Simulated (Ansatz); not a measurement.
**Molecular dynamics of GaH3O**

Input file:

```yaml
crystal:
  periodic: [false, false, false]
  atoms:
    - { symbol: Ga, position_ang: [0.237055, 0.096822, -0.455301] }
    - { symbol: O, position_ang: [0.862056, 0.184205, 1.43712] }
    - { symbol: H, position_ang: [0.634051, -0.485645, 2.106639] }
    - { symbol: H, position_ang: [1.663234, -0.15589, 0.309015] }
    - { symbol: H, position_ang: [-1.351095, 0.079109, -0.569073] }
basis:
  gaussian: { orbitals: def2-SVP }
hamiltonian:
  xc: r2scan
  dispersion: d4
md:
  timestep: 0.5
  n_steps: 200
  ensemble: nve
  temperature: 100.0
  initial_velocities: maxwell_boltzmann
  seed: 2058
```

Command:

```bash
$ ansatz run input.yaml --threads 1 --pin off --max-ram 2048MiB --backend cpu --events-out ev --progress --plain --runs-dir out
```

It starts at the highest image of a converged band. Of that band: Neighbouring images differ by up to 1.2 eV, so the band resolves the path poorly. A vibrational analysis at the climbing image gives one clearly imaginary mode, 1313i cm⁻¹: a first-order saddle point.

Output, in part (step lines, the closing report, with atoms numbered from 0):

```
md step     0: t =     0.00 fs  T =   100.0 K  F+E_penalty+E_count = -54462.04665090 eV  E_kin = 0.038778 eV  conserved = -54462.00787290 eV  (26 SCF iters)
md step     1: t =     0.50 fs  T =    98.3 K  F+E_penalty+E_count = -54462.04598094 eV  E_kin = 0.038120 eV  conserved = -54462.00786103 eV  (28 SCF iters)
md step     2: t =     1.00 fs  T =    93.9 K  F+E_penalty+E_count = -54462.04423041 eV  E_kin = 0.036402 eV  conserved = -54462.00782801 eV  (28 SCF iters)
md step     3: t =     1.50 fs  T =    88.0 K  F+E_penalty+E_count = -54462.04191460 eV  E_kin = 0.034127 eV  conserved = -54462.00778723 eV  (28 SCF iters)
md step     4: t =     2.00 fs  T =    82.3 K  F+E_penalty+E_count = -54462.03966651 eV  E_kin = 0.031910 eV  conserved = -54462.00775630 eV  (28 SCF iters)
md step     5: t =     2.50 fs  T =    77.9 K  F+E_penalty+E_count = -54462.03796519 eV  E_kin = 0.030219 eV  conserved = -54462.00774608 eV  (28 SCF iters)
md step     6: t =     3.00 fs  T =    75.3 K  F+E_penalty+E_count = -54462.03695805 eV  E_kin = 0.029200 eV  conserved = -54462.00775815 eV  (29 SCF iters)
md step     7: t =     3.50 fs  T =    74.0 K  F+E_penalty+E_count = -54462.03646227 eV  E_kin = 0.028683 eV  conserved = -54462.00777930 eV  (29 SCF iters)
[... lines left out ...]
Total energy: -54463.89452419 eV, -2001.5112068105 hartree
Atom 0 at     0.295362     0.072798    -0.391560 Å, force    -1.992319     0.397897    -2.188435 eV/Å
Atom 1 at     0.662003     0.219638     1.267380 Å, force     1.474645    -0.218779     2.279756 eV/Å
Atom 2 at     0.055435     0.300035     2.011996 Å, force    -0.128091     0.099687    -0.392029 eV/Å
Atom 3 at     1.426598    -0.378910    -1.526155 Å, force    -0.974618     0.404493     1.022215 eV/Å
Atom 4 at    -1.393701     0.615821    -0.354112 Å, force     1.620382    -0.683298    -0.721508 eV/Å
Dipole moment:    -0.084067    -0.062593     0.023515 e Å
```

The steps, from the saved trajectory:

```json
{"time (fs)": "0", "T (K)": "100", "potential energy less start (eV)": "0.000", "conserved less start (meV/atom)": "0.00"}
{"time (fs)": "3", "T (K)": "75", "potential energy less start (eV)": "0.010", "conserved less start (meV/atom)": "0.02"}
{"time (fs)": "6", "T (K)": "73", "potential energy less start (eV)": "0.010", "conserved less start (meV/atom)": "0.03"}
{"time (fs)": "9", "T (K)": "151", "potential energy less start (eV)": "-0.020", "conserved less start (meV/atom)": "0.03"}
{"time (fs)": "12", "T (K)": "404", "potential energy less start (eV)": "-0.117", "conserved less start (meV/atom)": "0.09"}
{"time (fs)": "15", "T (K)": "1250", "potential energy less start (eV)": "-0.445", "conserved less start (meV/atom)": "0.15"}
{"time (fs)": "18", "T (K)": "3033", "potential energy less start (eV)": "-1.137", "conserved less start (meV/atom)": "-0.04"}
{"time (fs)": "21", "T (K)": "4824", "potential energy less start (eV)": "-1.834", "conserved less start (meV/atom)": "-0.31"}
{"time (fs)": "24", "T (K)": "5254", "potential energy less start (eV)": "-2.000", "conserved less start (meV/atom)": "-0.26"}
{"time (fs)": "27", "T (K)": "4649", "potential energy less start (eV)": "-1.765", "conserved less start (meV/atom)": "-0.14"}
{"time (fs)": "30", "T (K)": "3856", "potential energy less start (eV)": "-1.457", "conserved less start (meV/atom)": "-0.09"}
{"time (fs)": "33", "T (K)": "3307", "potential energy less start (eV)": "-1.244", "conserved less start (meV/atom)": "-0.07"}
{"time (fs)": "36", "T (K)": "3078", "potential energy less start (eV)": "-1.156", "conserved less start (meV/atom)": "-0.23"}
{"time (fs)": "39", "T (K)": "2331", "potential energy less start (eV)": "-0.865", "conserved less start (meV/atom)": "-0.05"}
{"time (fs)": "42", "T (K)": "2539", "potential energy less start (eV)": "-0.947", "conserved less start (meV/atom)": "-0.25"}
{"time (fs)": "45", "T (K)": "2761", "potential energy less start (eV)": "-1.033", "conserved less start (meV/atom)": "-0.28"}
{"time (fs)": "48", "T (K)": "2085", "potential energy less start (eV)": "-0.770", "conserved less start (meV/atom)": "0.02"}
{"time (fs)": "51", "T (K)": "2371", "potential energy less start (eV)": "-0.880", "conserved less start (meV/atom)": "0.06"}
{"time (fs)": "54", "T (K)": "3659", "potential energy less start (eV)": "-1.382", "conserved less start (meV/atom)": "-0.34"}
{"time (fs)": "57", "T (K)": "4051", "potential energy less start (eV)": "-1.532", "conserved less start (meV/atom)": "0.08"}
{"time (fs)": "60", "T (K)": "5026", "potential energy less start (eV)": "-1.913", "conserved less start (meV/atom)": "-0.51"}
{"time (fs)": "63", "T (K)": "4428", "potential energy less start (eV)": "-1.679", "conserved less start (meV/atom)": "-0.25"}
{"time (fs)": "66", "T (K)": "2882", "potential energy less start (eV)": "-1.078", "conserved less start (meV/atom)": "0.08"}
{"time (fs)": "69", "T (K)": "2729", "potential energy less start (eV)": "-1.019", "conserved less start (meV/atom)": "0.02"}
{"time (fs)": "72", "T (K)": "3434", "potential energy less start (eV)": "-1.295", "conserved less start (meV/atom)": "-0.46"}
{"time (fs)": "75", "T (K)": "2584", "potential energy less start (eV)": "-0.964", "conserved less start (meV/atom)": "-0.06"}
{"time (fs)": "78", "T (K)": "2302", "potential energy less start (eV)": "-0.855", "conserved less start (meV/atom)": "-0.15"}
{"time (fs)": "81", "T (K)": "2354", "potential energy less start (eV)": "-0.875", "conserved less start (meV/atom)": "-0.23"}
{"time (fs)": "84", "T (K)": "1702", "potential energy less start (eV)": "-0.621", "conserved less start (meV/atom)": "0.05"}
{"time (fs)": "87", "T (K)": "2012", "potential energy less start (eV)": "-0.741", "conserved less start (meV/atom)": "0.08"}
{"time (fs)": "90", "T (K)": "3480", "potential energy less start (eV)": "-1.312", "conserved less start (meV/atom)": "-0.20"}
{"time (fs)": "93", "T (K)": "4317", "potential energy less start (eV)": "-1.637", "conserved less start (meV/atom)": "-0.26"}
{"time (fs)": "96", "T (K)": "4945", "potential energy less start (eV)": "-1.880", "conserved less start (meV/atom)": "-0.19"}
{"time (fs)": "99", "T (K)": "5326", "potential energy less start (eV)": "-2.029", "conserved less start (meV/atom)": "-0.48"}
```

The run went to its last step. The conserved energy stayed within 0.65 meV per atom of its start (net change -0.28 meV per atom), so the integration is sound. The kinetic energy rose, since the run started high on the potential surface and went downhill. A run of 0.1 ps of so small a system gives no equilibrium averages. The orbitals stay closed-shell, which can raise the energy where a bond breaks towards radicals; this wasn't checked here.

Between its relaxed ends the band would form O2–H4 and break Ga1–H4. These pairs go: O2–H4 1.42 → 2.96 Å, Ga1–H4 1.64 → 1.66 Å. In the last frame they stand as before the step (other bonds may differ from the relaxed reactants and products). It ends as one piece, GaH3O. Pairs count as bonded within 1.25 times the sum of covalent radii (0.12 Å more for H–H).

Last frame:

```xyz
5
Properties=species:S:1:pos:R:3
Ga 0.295 0.073 -0.392
O 0.662 0.220 1.267
H 0.055 0.300 2.012
H 1.427 -0.379 -1.526
H -1.394 0.616 -0.354
```

Time of the run: 6.1 min on 1 thread of Arm Neoverse V2, on a shared host, peak memory 0.11 GiB.
